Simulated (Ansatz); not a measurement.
Species: [amino(ethyl)boranyl]ethane, C4H12BN (charge 0, singlet). SMILES: CCB(N)CC
Coordinates optimised at B3LYP-D3(BJ)/def2-TZVP (Ansatz, a first-principles code):
```
B
N 1 1.4009
H 2 1.0068 1 123.20
H 2 1.0071 3 113.44 1 179.75
C 1 1.5836 2 119.13 3 2.65
H 5 1.0960 1 111.23 2 -9.21
H 5 1.0990 6 105.38 1 -115.04
C 5 1.5354 6 109.50 7 -116.23
H 8 1.0918 5 111.36 6 177.07
H 8 1.0921 9 107.45 5 122.64
H 8 1.0924 9 107.32 10 115.28
C 1 1.5866 2 118.68 3 -177.20
H 12 1.0944 1 110.61 2 -152.13
H 12 1.0959 13 106.11 1 -119.78
C 12 1.5411 13 108.79 14 -116.67
H 15 1.0915 12 111.50 13 -62.89
H 15 1.0923 16 107.50 12 -122.64
H 15 1.0923 16 107.23 17 -115.50
```
Charge 0, spin multiplicity 1.

Wanted: atomisation energy (electronic, to ground-state atoms), in kcal/mol. Correlated levels leave the core frozen unless marked. UHF or UKS for open shells. Spin-orbit coupling is left out. No relativistic terms. The coupled-cluster limit lacks core correlation, which all-electron functionals hold. Basis-set limits of correlation are two-point, X^-3; Hartree-Fock from the larger set.

```json
[
 {"level": "HF/STO-3G", "program": "Ansatz", "atomisation energy (kcal/mol)": "1596.4"},
 {"level": "HF/6-31G", "program": "Ansatz", "atomisation energy (kcal/mol)": "1235.2"},
 {"level": "PBE/def2-TZVPD", "program": "Ansatz", "atomisation energy (kcal/mol)": "1715.3"},
 {"level": "BLYP-D4/def2-TZVPD", "program": "Ansatz + dftd4", "atomisation energy (kcal/mol)": "1689.4"}
]
```

Task: What does CCSD(T)/CBS(cc-pVTZ,cc-pVQZ) (Ansatz) give?

Result: 1690.9 kcal/mol, so BLYP-D4/def2-TZVPD differs from it by -1.5 kcal/mol.
